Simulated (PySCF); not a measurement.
Gas-phase reaction: 3 SnF2 + 6 FO → 3 SnF4 + 2 O3

Method: PySCF energies plus ideal-gas RRHO corrections (1 bar). † marks an energy on the PBE0/def2-TZVP geometry and frequencies; other levels use their own. CCSD(T) freezes the core. Open shells (unrestricted): FO (multiplicity 2, electronic degeneracy 4); the rest are closed-shell singlets. Spin-orbit splitting is ignored; it lowers the true energy and changes the entropy of FO. B3LYP is the form with VWN-RPA correlation. Sn: scalar-relativistic def2 core potential, no spin-orbit coupling. CCSD(T) isn't extrapolated to the basis-set limit; its ΔH°(298 K) is -1880.5 kJ in def2-SVP and -1965.5 kJ in def2-TZVPP. The harmonic model lacks anharmonicity and excited electronic states, which grow with temperature; levels with a mode under 35 cm⁻¹ are left out. Strong static correlation: O3. Warning, large T1 diagnostic: O3 (CCSD(T)/def2-SVP†).

```tsv
level	ΔE electronic, kJ	ΔH°(298 K), kJ	ΔS°(298 K), J/K	ΔG°(1000 K), kJ
B3LYP/def2-TZVP†	-1772	-1746	-699	-1058
CCSD(T)/def2-SVP†	-1907	-1880	-699	-1193
HF/def2-TZVP†	-1302	-1276	-699	-588
PBE/def2-SVP	-1816	-1793	-687	-1119
PBE0/def2-SVP†	-1738	-1711	-699	-1023
r2SCAN/def2-TZVP†	-1925	-1898	-699	-1211
LDA/def2-TZVP†	-2155	-2128	-699	-1440
ωB97M-V/def2-TZVP†	-1886	-1859	-699	-1172
ωB97X-V/def2-TZVP†	-1891	-1864	-699	-1176
```
ΔH° is lowest at LDA/def2-TZVP† and highest at HF/def2-TZVP†. No reference value is set beside these.
